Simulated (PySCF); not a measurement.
## Bi²⁺: ionisation energy

Bi²⁺ [Xe] 4f14 5d10 6s2 6p1 (2P) → Bi³⁺ [Xe] 4f14 5d10 6s2 (1S), as a difference of total energies. Computed with PySCF 2.14 in aug-cc-pwCVTZ-DK3 (11s10p8d5f1g, 125 functions), with scalar relativity by spin-free X2C-1e. Correlated levels: valence: [Xe] 4f14 5d10 frozen. The calculations carry no spin-orbit coupling.

```tsv
method	ionisation energy (eV)	plus first-order spin-orbit estimate	error of that sum (eV)
UHF	23.088	24.545	-1.026
MP2 (valence)	23.298	24.756	-0.815
SCS-MP2 (valence)	23.289	24.746	-0.825
CCSD (valence)	23.350	24.808	-0.763
CCSD(T) (valence)	23.361	24.818	-0.753
```

Reference: 25.571 eV (measured; NIST Atomic Spectra Database, ionization energies).

A first-order spin-orbit estimate (lowest level to lowest level, LS coupling) adds 1.458 eV.

Errors of the correlated levels include the incompleteness of this basis and the frozen core.

Every method misses the reference by a wide margin, which points to the basis or the choice of state and not to the methods.
